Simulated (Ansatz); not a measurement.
`O=C=[N][Ga]([F])[F]` + H–F → `[F][Ga]([F])[F]` + `N=C=O` at 298.15 K and 1 bar (ligand exchange at a Ga–N bond).

Program: Ansatz. Geometries: PBE0-D4/def2-TZVP. ΔE: electronic, gas phase. CCSD(T)/CBS is the MP2 limit (def2-TZVPP, def2-QZVPP) plus CCSD(T) − MP2 in def2-TZVPP, frozen cores. This one scheme is used for every species. For Ga outer-core shells are correlated without core-valence functions, which leaves a few kJ/mol of doubt a bond. Scalar relativity is left out up to krypton. Each species was taken in one conformer, which may not be the lowest.

```
              species  CCSD(T)/CBS energy (Eh)  H − E (kJ/mol)  S (J/(mol·K))
`O=C=[N][Ga]([F])[F]`              -2291.56165            67.3          362.6
                  H–F               -100.39570            33.5          173.6
    `[F][Ga]([F])[F]`              -2223.43412            31.7          292.6
              `N=C=O`               -168.51995            67.5          238.3
```

H − E and S are ideal-gas, rigid-rotor, harmonic terms from PBE0-D4/def2-TZVP, for one conformer and one mirror image of each species. 1 Eh = 2625.50 kJ/mol, R = 8.31446 J/(mol·K).

Q: By hand: ΔE, ΔH, ΔS and ΔG.

A: ΔE = (-2223.43412) + (-168.51995) − (-2291.56165) − (-100.39570) = 0.00328 Eh = 8.6 kJ/mol. Δ(H − E) = 31.7 + 67.5 − 67.3 − 33.5 = -1.6, so ΔH = 7.0 kJ/mol. ΔS = 292.6 + 238.3 − 362.6 − 173.6 = -5.3 J/(mol·K). ΔG = 7.0 − 298.15 × (-5.3)/1000 = 8.6 kJ/mol.

Q: By hand: the equilibrium constant, and the temperature at which ΔG would vanish if ΔH and ΔS stayed fixed.

A: log₁₀ K = −ΔG/(RT ln 10) = -1.5. ΔH and −TΔS have one sign here, so there is no such temperature.

The number of gas molecules stays the same, so ΔS is small and ΔH decides. A doubt of 5 kJ/mol in ΔE shifts log₁₀ K by 0.9 here. Other conformers and mirror images would add mixing entropy, several J/(mol·K) or more a flexible species. Modes under 60 cm⁻¹, often nearly free rotors, make the harmonic entropy too high. These are equilibria of isolated gas molecules and say nothing of rates. Largest T1 diagnostic: 0.018 (customary marks: 0.02 for closed shells, 0.045 for open ones).

ΔS is within the doubt of such terms, so its sign, and with it that verdict, could turn.
